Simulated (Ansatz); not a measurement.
A short molecular-dynamics run on CH6AlInO2 (`OC[O][AlH][InH2]`).

```yaml
crystal:
  periodic: [false, false, false]
  atoms:
    - {symbol: O, position_ang: [0.936661, -0.562318, -0.197899]}
    - {symbol: C, position_ang: [0.550699, -0.799468, 1.174251]}
    - {symbol: O, position_ang: [-0.607854, -0.158405, 1.448494]}
    - {symbol: Al, position_ang: [-1.618689, 0.861570, 0.481171]}
    - {symbol: In, position_ang: [-0.310448, 0.882417, -1.794133]}
    - {symbol: H, position_ang: [1.768574, -1.004761, -0.388492]}
    - {symbol: H, position_ang: [1.360943, -0.433172, 1.820153]}
    - {symbol: H, position_ang: [0.435831, -1.884213, 1.307483]}
    - {symbol: H, position_ang: [-2.881399, 1.366361, 1.300536]}
    - {symbol: H, position_ang: [0.947627, 2.033876, -2.118268]}
    - {symbol: H, position_ang: [-0.581966, -0.301886, -3.033264]}
basis:
  gaussian: {orbitals: def2-SVP}
hamiltonian: {xc: {name: PBE}, dispersion: d3bj}
md: {timestep: 1 fs, n_steps: 20, ensemble: nve, temperature: 300, initial_velocities: maxwell_boltzmann, seed: 915}
```

```sh
$ ansatz run in.yaml --threads 4 --pin off --events-out ev --progress --plain --max-ram 10444MiB
```

| step | time (fs) | potential energy (eV) | kinetic (eV) | T (K) | conserved (eV) |
| --- | --- | --- | --- | --- | --- |
| 0 | 0.0 | -16984.5085 | 0.3490 | 300 | -16984.1595 |
| 1 | 1.0 | -16984.5008 | 0.3421 | 294 | -16984.1588 |
| 2 | 2.0 | -16984.4892 | 0.3310 | 285 | -16984.1582 |
| 3 | 3.0 | -16984.4814 | 0.3227 | 277 | -16984.1587 |
| 4 | 4.0 | -16984.4710 | 0.3117 | 268 | -16984.1593 |
| 5 | 5.0 | -16984.4486 | 0.2893 | 249 | -16984.1592 |
| 6 | 6.0 | -16984.4149 | 0.2566 | 221 | -16984.1583 |
| 7 | 7.0 | -16984.3834 | 0.2264 | 195 | -16984.1570 |
| 8 | 8.0 | -16984.3739 | 0.2173 | 187 | -16984.1566 |
| 9 | 9.0 | -16984.3906 | 0.2323 | 200 | -16984.1583 |
| 10 | 10.0 | -16984.4087 | 0.2486 | 214 | -16984.1602 |
| 11 | 11.0 | -16984.4022 | 0.2423 | 208 | -16984.1599 |
| 12 | 12.0 | -16984.3759 | 0.2179 | 187 | -16984.1580 |
| 13 | 13.0 | -16984.3584 | 0.2015 | 173 | -16984.1569 |
| 14 | 14.0 | -16984.3646 | 0.2063 | 177 | -16984.1583 |
| 15 | 15.0 | -16984.3748 | 0.2147 | 185 | -16984.1601 |
| 16 | 16.0 | -16984.3628 | 0.2031 | 175 | -16984.1596 |
| 17 | 17.0 | -16984.3331 | 0.1751 | 150 | -16984.1581 |
| 18 | 18.0 | -16984.3078 | 0.1502 | 129 | -16984.1575 |
| 19 | 19.0 | -16984.2957 | 0.1380 | 119 | -16984.1577 |
| 20 | 20.0 | -16984.2950 | 0.1371 | 118 | -16984.1579 |

Velocities are drawn at the set temperature; a run this short doesn't reach equilibrium.

Frames (Å, forces in eV/Å):

```xyz
11
time=0.0 fs
O     0.937   -0.562   -0.198   -0.440    0.337   -0.227
C     0.551   -0.799    1.174   -0.191    0.215   -0.255
O    -0.608   -0.158    1.448    0.043   -0.217    0.495
Al   -1.619    0.862    0.481   -0.388    0.414   -0.433
In   -0.310    0.882   -1.794   -0.088    0.010    0.126
H     1.769   -1.005   -0.388    0.624   -0.316   -0.177
H     1.361   -0.433    1.820    0.479    0.155    0.419
H     0.436   -1.884    1.307   -0.029   -0.640    0.139
H    -2.881    1.366    1.301   -0.146    0.050    0.118
H     0.948    2.034   -2.118    0.173    0.155   -0.041
H    -0.582   -0.302   -3.033   -0.037   -0.163   -0.163
11
time=1.0 fs
O     0.935   -0.559   -0.202    0.031   -0.057   -0.219
C     0.550   -0.799    1.179   -0.037    0.644   -0.581
O    -0.604   -0.162    1.453   -0.242    0.047    0.458
Al   -1.622    0.863    0.481   -0.400    0.336   -0.226
In   -0.310    0.882   -1.794   -0.055    0.006    0.071
H     1.764   -1.034   -0.386    0.120   -0.025   -0.132
H     1.374   -0.432    1.799    0.529    0.232    0.581
H     0.438   -1.867    1.316   -0.058   -1.178    0.157
H    -2.903    1.355    1.309    0.012   -0.006    0.015
H     0.965    2.017   -2.129    0.142    0.146   -0.015
H    -0.594   -0.278   -3.060   -0.044   -0.145   -0.109
11
time=2.0 fs
O     0.934   -0.555   -0.207    0.523   -0.501   -0.206
C     0.549   -0.797    1.183    0.262    0.779   -0.699
O    -0.601   -0.166    1.458   -0.495    0.290    0.414
Al   -1.626    0.864    0.481   -0.413    0.261   -0.029
In   -0.309    0.882   -1.794   -0.010    0.001   -0.010
H     1.761   -1.064   -0.384   -0.412    0.323   -0.077
H     1.392   -0.428    1.784    0.376    0.209    0.578
H     0.440   -1.862    1.327   -0.040   -1.319    0.132
H    -2.925    1.343    1.318    0.163   -0.054   -0.083
H     0.983    2.002   -2.140    0.092    0.120    0.016
H    -0.606   -0.256   -3.088   -0.045   -0.111   -0.035
11
time=3.0 fs
O     0.933   -0.552   -0.212    0.798   -0.836   -0.134
C     0.548   -0.795    1.187    0.640    0.532   -0.638
O    -0.598   -0.170    1.464   -0.701    0.499    0.362
Al   -1.629    0.866    0.481   -0.417    0.185    0.142
In   -0.308    0.882   -1.795    0.042   -0.001   -0.108
H     1.753   -1.090   -0.384   -0.733    0.572   -0.062
H     1.413   -0.423    1.774    0.064    0.108    0.453
H     0.441   -1.869    1.338    0.027   -0.986    0.052
H    -2.945    1.331    1.326    0.291   -0.090   -0.166
H     1.002    1.989   -2.150    0.030    0.084    0.049
H    -0.619   -0.235   -3.116   -0.041   -0.068    0.051
11
time=4.0 fs
O     0.932   -0.549   -0.217    0.770   -0.970    0.011
C     0.547   -0.793    1.190    1.001    0.043   -0.490
O    -0.595   -0.174    1.469   -0.852    0.664    0.301
Al   -1.633    0.867    0.481   -0.399    0.106    0.282
In   -0.308    0.882   -1.795    0.095    0.003   -0.212
H     1.739   -1.112   -0.384   -0.746    0.630   -0.104
H     1.435   -0.416    1.769   -0.299   -0.024    0.282
H     0.443   -1.885    1.351    0.116   -0.361   -0.066
H    -2.962    1.318    1.333    0.385   -0.111   -0.227
H     1.021    1.976   -2.160   -0.038    0.044    0.082
H    -0.632   -0.214   -3.143   -0.034   -0.024    0.142
11
time=5.0 fs
O     0.932   -0.547   -0.222    0.449   -0.873    0.219
C     0.548   -0.790    1.193    1.263   -0.459   -0.347
O    -0.593   -0.177    1.475   -0.943    0.781    0.229
Al   -1.637    0.869    0.480   -0.352    0.020    0.388
In   -0.307    0.881   -1.795    0.143    0.012   -0.310
H     1.717   -1.127   -0.384   -0.458    0.466   -0.200
H     1.455   -0.410    1.766   -0.606   -0.137    0.130
H     0.445   -1.905    1.362    0.195    0.286   -0.188
H    -2.975    1.304    1.337    0.440   -0.117   -0.263
H     1.040    1.963   -2.170   -0.105    0.004    0.114
H    -0.645   -0.194   -3.169   -0.024    0.015    0.228
11
time=6.0 fs
O     0.932   -0.546   -0.226   -0.069   -0.577    0.464
C     0.549   -0.788    1.196    1.376   -0.819   -0.262
O    -0.592   -0.180    1.481   -0.979    0.852    0.146
Al   -1.641    0.871    0.481   -0.271   -0.073    0.460
In   -0.306    0.881   -1.795    0.182    0.026   -0.394
H     1.692   -1.137   -0.387    0.037    0.114   -0.334
H     1.468   -0.405    1.764   -0.792   -0.202    0.032
H     0.450   -1.923    1.372    0.244    0.772   -0.286
H    -2.985    1.289    1.339    0.451   -0.107   -0.273
H     1.058    1.950   -2.178   -0.165   -0.029    0.143
H    -0.659   -0.174   -3.193   -0.014    0.043    0.304
11
time=7.0 fs
O     0.932   -0.545   -0.231   -0.576   -0.224    0.695
C     0.552   -0.787    1.198    1.324   -0.989   -0.256
O    -0.591   -0.182    1.487   -0.970    0.881    0.052
Al   -1.645    0.872    0.481   -0.149   -0.175    0.499
In   -0.306    0.881   -1.796    0.208    0.046   -0.454
H     1.666   -1.147   -0.393    0.532   -0.283   -0.463
H     1.474   -0.401    1.763   -0.827   -0.207    0.001
H     0.457   -1.932    1.379    0.259    1.028   -0.348
H    -2.990    1.273    1.338    0.418   -0.083   -0.254
H     1.075    1.937   -2.185   -0.212   -0.053    0.167
H    -0.672   -0.153   -3.214   -0.005    0.058    0.363
11
time=8.0 fs
O     0.931   -0.544   -0.235   -0.795   -0.047    0.846
C     0.555   -0.786    1.200    1.108   -0.965   -0.334
O    -0.590   -0.183    1.493   -0.925    0.876   -0.051
Al   -1.650    0.874    0.481    0.012   -0.285    0.506
In   -0.305    0.881   -1.796    0.218    0.069   -0.488
H     1.646   -1.159   -0.404    0.747   -0.488   -0.526
H     1.472   -0.400    1.762   -0.705   -0.146    0.040
H     0.466   -1.932    1.382    0.239    1.040   -0.370
H    -2.991    1.256    1.334    0.341   -0.047   -0.210
H     1.089    1.924   -2.190   -0.243   -0.066    0.184
H    -0.686   -0.131   -3.232    0.002    0.058    0.402
11
time=9.0 fs
O     0.930   -0.542   -0.238   -0.592   -0.201    0.873
C     0.560   -0.786    1.202    0.751   -0.750   -0.495
O    -0.590   -0.184    1.499   -0.852    0.840   -0.161
Al   -1.654    0.875    0.482    0.210   -0.400    0.484
In   -0.304    0.881   -1.796    0.213    0.097   -0.492
H     1.632   -1.176   -0.419    0.547   -0.345   -0.476
H     1.463   -0.400    1.761   -0.439   -0.025    0.143
H     0.478   -1.922    1.383    0.188    0.808   -0.347
H    -2.988    1.239    1.329    0.225   -0.002   -0.140
H     1.101    1.910   -2.193   -0.256   -0.065    0.194
H    -0.700   -0.109   -3.246    0.005    0.043    0.418
11
time=10.0 fs
O     0.929   -0.542   -0.241   -0.122   -0.595    0.793
C     0.565   -0.787    1.204    0.307   -0.337   -0.721
O    -0.591   -0.185    1.505   -0.756    0.775   -0.276
Al   -1.658    0.877    0.483    0.433   -0.515    0.436
In   -0.303    0.881   -1.797    0.191    0.126   -0.466
H     1.624   -1.196   -0.439    0.084    0.055   -0.326
H     1.450   -0.401    1.761   -0.081    0.136    0.286
H     0.491   -1.905    1.379    0.112    0.342   -0.282
H    -2.984    1.221    1.322    0.078    0.049   -0.052
H     1.111    1.895   -2.195   -0.249   -0.052    0.198
H    -0.714   -0.087   -3.256    0.004    0.015    0.411
11
time=11.0 fs
O     0.928   -0.541   -0.244    0.337   -0.993    0.675
C     0.571   -0.788    1.205   -0.135    0.251   -0.955
O    -0.592   -0.185    1.511   -0.638    0.681   -0.394
Al   -1.662    0.878    0.484    0.663   -0.621    0.369
In   -0.303    0.880   -1.797    0.154    0.158   -0.412
H     1.617   -1.216   -0.462   -0.368    0.475   -0.140
H     1.436   -0.400    1.765    0.276    0.294    0.417
H     0.506   -1.884    1.373    0.022   -0.293   -0.182
H    -2.979    1.204    1.315   -0.085    0.101    0.046
H     1.118    1.880   -2.195   -0.224   -0.028    0.195
H    -0.727   -0.065   -3.261   -0.002   -0.026    0.383
11
time=12.0 fs
O     0.927   -0.541   -0.246    0.595   -1.203    0.585
C     0.576   -0.788    1.205   -0.465    0.897   -1.107
O    -0.594   -0.185    1.516   -0.497    0.562   -0.515
Al   -1.666    0.879    0.485    0.877   -0.711    0.296
In   -0.302    0.880   -1.797    0.105    0.191   -0.332
H     1.606   -1.231   -0.487   -0.622    0.722    0.020
H     1.425   -0.396    1.772    0.508    0.388    0.465
H     0.521   -1.866    1.366   -0.061   -0.924   -0.072
H    -2.974    1.188    1.309   -0.245    0.148    0.142
H     1.123    1.865   -2.193   -0.181    0.006    0.186
H    -0.741   -0.042   -3.264   -0.013   -0.077    0.334
11
time=13.0 fs
O     0.926   -0.542   -0.248    0.585   -1.140    0.564
C     0.581   -0.788    1.204   -0.616    1.368   -1.084
O    -0.596   -0.184    1.521   -0.336    0.425   -0.637
Al   -1.669    0.879    0.486    1.047   -0.778    0.230
In   -0.301    0.880   -1.798    0.048    0.224   -0.231
H     1.590   -1.239   -0.511   -0.618    0.712    0.110
H     1.419   -0.389    1.784    0.534    0.370    0.376
H     0.535   -1.856    1.357   -0.117   -1.280    0.012
H    -2.972    1.174    1.303   -0.374    0.184    0.219
H     1.127    1.850   -2.189   -0.125    0.049    0.172
H    -0.755   -0.021   -3.263   -0.028   -0.135    0.269
11
time=14.0 fs
O     0.926   -0.543   -0.249    0.325   -0.794    0.634
C     0.585   -0.787    1.202   -0.602    1.450   -0.867
O    -0.598   -0.183    1.526   -0.158    0.281   -0.757
Al   -1.672    0.880    0.487    1.149   -0.816    0.187
In   -0.300    0.880   -1.798   -0.015    0.257   -0.117
H     1.567   -1.240   -0.534   -0.372    0.435    0.108
H     1.418   -0.378    1.799    0.366    0.241    0.154
H     0.548   -1.859    1.349   -0.136   -1.158    0.047
H    -2.974    1.161    1.300   -0.450    0.205    0.264
H     1.129    1.835   -2.183   -0.060    0.095    0.154
H    -0.769   -0.001   -3.259   -0.046   -0.196    0.192
11
time=15.0 fs
O     0.926   -0.545   -0.250   -0.096   -0.242    0.784
C     0.589   -0.785    1.200   -0.499    1.144   -0.529
O    -0.600   -0.182    1.530    0.025    0.142   -0.871
Al   -1.675    0.880    0.488    1.170   -0.826    0.177
In   -0.299    0.880   -1.799   -0.078    0.289    0.003
H     1.541   -1.237   -0.557    0.025   -0.034    0.019
H     1.420   -0.365    1.816    0.099    0.048   -0.137
H     0.560   -1.873    1.341   -0.132   -0.616    0.042
H    -2.980    1.150    1.299   -0.457    0.209    0.266
H     1.131    1.821   -2.176    0.008    0.142    0.134
H    -0.783    0.018   -3.254   -0.066   -0.257    0.111
11
time=16.0 fs
O     0.926   -0.547   -0.251   -0.494    0.323    0.941
C     0.593   -0.782    1.197   -0.393    0.647   -0.182
O    -0.602   -0.181    1.534    0.201    0.018   -0.972
Al   -1.677    0.880    0.490    1.112   -0.811    0.204
In   -0.299    0.880   -1.799   -0.137    0.319    0.118
H     1.515   -1.235   -0.579    0.395   -0.506   -0.092
H     1.423   -0.351    1.831   -0.156   -0.144   -0.415
H     0.570   -1.893    1.334   -0.123    0.084    0.027
H    -2.990    1.142    1.301   -0.393    0.197    0.227
H     1.132    1.808   -2.168    0.073    0.184    0.113
H    -0.799    0.034   -3.247   -0.085   -0.312    0.033
11
time=17.0 fs
O     0.925   -0.549   -0.251   -0.649    0.634    0.969
C     0.596   -0.778    1.194   -0.342    0.161    0.089
O    -0.604   -0.180    1.537    0.352   -0.083   -1.056
Al   -1.679    0.879    0.491    0.990   -0.780    0.262
In   -0.298    0.880   -1.800   -0.187    0.346    0.217
H     1.493   -1.237   -0.602    0.525   -0.721   -0.101
H     1.425   -0.339    1.843   -0.324   -0.287   -0.619
H     0.579   -1.912    1.327   -0.120    0.692    0.027
H    -3.004    1.135    1.305   -0.272    0.174    0.153
H     1.135    1.797   -2.159    0.127    0.218    0.092
H    -0.815    0.047   -3.240   -0.099   -0.355   -0.034
11
time=18.0 fs
O     0.924   -0.551   -0.250   -0.484    0.560    0.777
C     0.599   -0.775    1.192   -0.374   -0.206    0.247
O    -0.606   -0.179    1.540    0.466   -0.156   -1.118
Al   -1.681    0.878    0.493    0.832   -0.739    0.339
In   -0.297    0.880   -1.800   -0.226    0.368    0.292
H     1.476   -1.247   -0.626    0.343   -0.552    0.074
H     1.424   -0.329    1.848   -0.372   -0.352   -0.714
H     0.588   -1.925    1.320   -0.126    1.078    0.049
H    -3.021    1.129    1.311   -0.117    0.144    0.060
H     1.138    1.789   -2.149    0.162    0.238    0.074
H    -0.832    0.056   -3.234   -0.104   -0.382   -0.081
11
time=19.0 fs
O     0.923   -0.552   -0.249   -0.137    0.235    0.417
C     0.601   -0.771    1.189   -0.496   -0.420    0.278
O    -0.607   -0.178    1.542    0.535   -0.201   -1.154
Al   -1.682    0.877    0.494    0.663   -0.695    0.421
In   -0.296    0.880   -1.801   -0.251    0.384    0.337
H     1.462   -1.261   -0.649   -0.008   -0.138    0.377
H     1.419   -0.323    1.847   -0.290   -0.330   -0.686
H     0.594   -1.927    1.314   -0.139    1.203    0.093
H    -3.038    1.126    1.317    0.049    0.112   -0.038
H     1.143    1.782   -2.138    0.174    0.242    0.058
H    -0.849    0.062   -3.228   -0.098   -0.391   -0.103
11
time=20.0 fs
O     0.922   -0.553   -0.248    0.180   -0.095    0.035
C     0.603   -0.768    1.186   -0.702   -0.464    0.186
O    -0.608   -0.177    1.543    0.560   -0.221   -1.166
Al   -1.683    0.876    0.496    0.506   -0.652    0.495
In   -0.296    0.880   -1.801   -0.262    0.395    0.351
H     1.448   -1.277   -0.668   -0.318    0.266    0.667
H     1.411   -0.320    1.839   -0.089   -0.223   -0.541
H     0.600   -1.917    1.308   -0.158    1.062    0.152
H    -3.056    1.123    1.322    0.202    0.082   -0.126
H     1.150    1.778   -2.126    0.161    0.229    0.044
H    -0.868    0.064   -3.223   -0.079   -0.381   -0.097
```

Run time 29 s (4 threads of an Arm Neoverse V1 on a shared host); peak host memory 0.17 GiB.
